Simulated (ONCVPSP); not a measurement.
Before and after: ONCV potential for lead (Pb)

lead (Pb), optimised norm-conserving Vanderbilt (ONCV), made with ONCVPSP 4.0.1 (PBEsol, scalar-relativistic). Core [Kr] 4d10 4f14, reference 5s2 5p6 5d10 6s1.5 6p2.5. Waves: 5s+6s: rc 1.45 bohr, ncon 4, nbas 8, qcut 6.7 1/bohr, 2 projectors; 5p+6p: rc 1.40 bohr, ncon 3, nbas 8, qcut 8.5 1/bohr, 2 projectors; 5d: rc 1.75 bohr, ncon 4, nbas 8, qcut 10.4 1/bohr, 2 projectors, debl 2.7 Ha. Local part: polynomial inside 1.10 bohr (lpopt 5, dvloc0 6 Ha). Core correction: Teter function fitted to the true core (icmod 2), fcfact 0.55.

Change: p: ncon 4, nbas 9.

Cutoffs: the cutoffs (Ha) at which the residual kinetic energy of the hardest occupied pseudo-wave falls to 1 and 0.1 mHa per electron; they do not see the model core or the augmentation charge, which bear on the density cutoff. Errors are all-electron minus pseudo energies relative to the spin-unpolarised reference configuration.

Task: How do hardness, ghosts and transferability respond?

Result: The potential gets neither clearly harder nor softer (28 Ha and 70 Ha → 28 Ha and 70 Ha); the d channel sets the loose cutoff, while the largest relative change is in p, which becomes harder; the errors of the 4 common tests hardly move; neither file shows a bound ghost.

```csv
quantity,base,changed
"cutoff, loose",28 Ha,28 Ha
"cutoff, tight",70 Ha,70 Ha
loose cutoff by channel,"s 22 Ha, p 19 Ha, d 28 Ha","s 22 Ha, p 26 Ha, d 28 Ha"
bound ghosts,none,none
GHOST(+) flags under 300 eV,none,none
"error for 5s2 5p6 5d10 6s2 6p2, meV [ΔE -4.34 eV]",+0.2,+0.2
"error for 5s2 5p6 5d10 6s2 6p1, meV [ΔE 2.26 eV]",-2.4,-2.5
"error for 5s2 5p6 5d10 6s2 6p0, meV [ΔE 15.71 eV]",-8.3,-8.4
"error for 5s2 5p6 5d9 6s2 6p3, meV [ΔE 14.95 eV]",-12,-12
s: phases at 1.47 bohr within 0.05 rad from the reference energy up to (Ha; the scan ends near 5),to the end of the scan,to the end of the scan
p: phases at 1.42 bohr within 0.05 rad from the reference energy up to (Ha; the scan ends near 5),to the end of the scan,to the end of the scan
d: phases at 1.77 bohr within 0.05 rad from the reference energy up to (Ha; the scan ends near 5),to the end of the scan,to the end of the scan
"rms error of d²Exc/dni dnj with the model core, mHa",1.38,1.39
```
